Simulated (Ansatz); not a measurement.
Start from `[F][Ge]([F])([Cl])[Br]` and change one element to get `[F][Sn]([F])([Cl])[Br]`.

Ansatz, PBE0-D4/def2-TZVP geometries, multiplicity 1. 

Elements past krypton have def2 core potentials. Scalar relativity is left out up to krypton.

```json
{"property": "HOMO–LUMO gap (PBE/def2-TZVPP) / eV", "`[F][Ge]([F])([Cl])[Br]`": "5.07"}
{"property": "zero-point energy (PBE0-D4/def2-TZVP) / kJ/mol", "`[F][Ge]([F])([Cl])[Br]`": "19.2"}
{"property": "HOMO–LUMO gap (ωB97M-V/def2-TZVPP) / eV", "`[F][Ge]([F])([Cl])[Br]`": "11.77"}
{"property": "ideal-gas entropy at 298 K and 1 bar (rigid rotor, harmonic PBE0-D4/def2-TZVP) / J/(mol·K)", "`[F][Ge]([F])([Cl])[Br]`": "359"}
{"property": "HOMO–LUMO gap (B3LYP/def2-TZVPP) / eV", "`[F][Ge]([F])([Cl])[Br]`": "6.82"}
{"property": "size of the dipole moment (B3LYP/def2-TZVPP) / D", "`[F][Ge]([F])([Cl])[Br]`": "1.48"}
```

Problem. Give the same properties after the change, and the shifts. (An estimate is asked.)

Solution. Ansatz gave: 
```
                                                                                  property  `[F][Sn]([F])([Cl])[Br]`  shift
                                                       HOMO–LUMO gap (PBE/def2-TZVPP) / eV                      4.07  -1.00
                                            zero-point energy (PBE0-D4/def2-TZVP) / kJ/mol                      16.0   -3.2
                                                   HOMO–LUMO gap (ωB97M-V/def2-TZVPP) / eV                     10.64  -1.13
ideal-gas entropy at 298 K and 1 bar (rigid rotor, harmonic PBE0-D4/def2-TZVP) / J/(mol·K)                       378     19
                                                     HOMO–LUMO gap (B3LYP/def2-TZVPP) / eV                      5.73  -1.09
                                          size of the dipole moment (B3LYP/def2-TZVPP) / D                      1.90   0.42
```

With PBE0 the HOMO falls by 0.10 eV and the LUMO falls by 1.20 eV, so the gap narrows by about 1.10 eV. PBE moves the HOMO by -0.12 eV and ωB97M-V by -0.11 eV. Dipoles are sizes alone; their direction can turn.

B3LYP here is the variant with VWN-RPA as its local correlation; programs differ in this.

Spin–orbit coupling is left out; it splits and shifts lone-pair levels of the heavy atoms by tenths of an eV.
